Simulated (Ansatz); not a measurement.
System: SnF3, net charge 0, doublet state. It need not be the lowest isomer of its formula. SMILES: [F][Sn]([F])[F]
Geometry: optimised at B3LYP-D3(BJ)/def2-TZVP (Ansatz, an electronic-structure program).

Computed values are from Ansatz. Cores are frozen in the correlated levels unless marked. UHF or UKS for open shells. No spin-orbit coupling. Frozen are the shells of the preceding noble gas and the d and f shells that filled before the atom's block. Past Kr the def2 sets carry scalar-relativistic core potentials. CBS(X,Y): correlation extrapolated as X^-3; Hartree-Fock from the larger set. The bracket is a focal-point correction in the basis named.

```
Property                                                                                                           Value
-------------------------------------------  ---------------------------------------------------------------------------
atomisation energy De                        1302.8 kJ/mol at RI-MP2/CBS(def2-TZVPP,def2-QZVPP)+[CCSD(T)-MP2]/def2-TZVPP
vertical ionisation energy (to the singlet)      11.04 eV at RI-MP2/CBS(def2-TZVPPD,def2-QZVPPD)+[CCSD(T)-MP2]/def2-SVPD
total energy                                  -512.9042 Eh at RI-MP2/CBS(def2-TZVPP,def2-QZVPP)+[CCSD(T)-MP2]/def2-TZVPP
dipole moment                                                                                3.39 D at CCSD(T)/def2-SVPD
T1 diagnostic                                                                                   0.017 at CCSD/def2-TZVPP
```
